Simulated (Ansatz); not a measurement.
```yaml
crystal:
  periodic: [false, false, false]
  atoms:
    - {symbol: C, position_ang: [-0.652603, 0.280523, 2.050753]}
    - {symbol: C, position_ang: [-0.258662, 0.086060, 0.928924]}
    - {symbol: Sn, position_ang: [0.457476, -0.240327, -0.969616]}
    - {symbol: F, position_ang: [-0.762184, -1.450209, -1.798015]}
    - {symbol: Cl, position_ang: [0.282746, 1.706583, -2.185151]}
    - {symbol: H, position_ang: [-1.009519, 0.452645, 3.041161]}
    - {symbol: H, position_ang: [2.004044, -0.903375, -1.113856]}
basis:
  gaussian: {orbitals: def2-TZVP}
total_charge: -1
magnetization: {spin_polarized: false, initial_magnetization: 1}
hamiltonian: {xc: {name: B97M-V}}
accuracy: high
```

```sh
$ ansatz run in.yaml --threads 4 --pin off --events-out ev --progress --plain --max-ram 10444MiB
```

It prints (some lines left out):

```
Functional definition: B97M-V
3260 factors; integrals over basis functions are off by at most 1.9e-8 eV
mean field evaluation 1: about -23164.5294 eV, gradient 5.9e1 eV
mean field evaluation 2: about -23164.5326 eV, gradient 5.9e1 eV
mean field evaluation 4: about -23173.7282 eV, gradient 2.4e1 eV
mean field evaluation 8: about -23175.3598 eV, gradient 4.6e0 eV
mean field evaluation 16: about -23175.4089 eV, gradient 1.4e-1 eV
mean field evaluation 96: about -23175.3783 eV, gradient 5.1e-2 eV
mean field -23175.40896674 eV, -851.6805706711 hartree, gradient 3.0e-8 eV, S^2 0.750000; 8 other end points of the search recorded, 0 dependent functions left out
reference -23175.40897379 eV, -851.6805709302 hartree; 32, 31 occupied and 160, 161 virtual orbitals, 3260 factors
Total energy: -23175.40897379 eV, -851.6805709302 hartree
```

It took 3.5 min on 4 threads of an Intel Xeon Platinum 8259CL on a shared host, with 1.8 GiB of host memory at the peak.
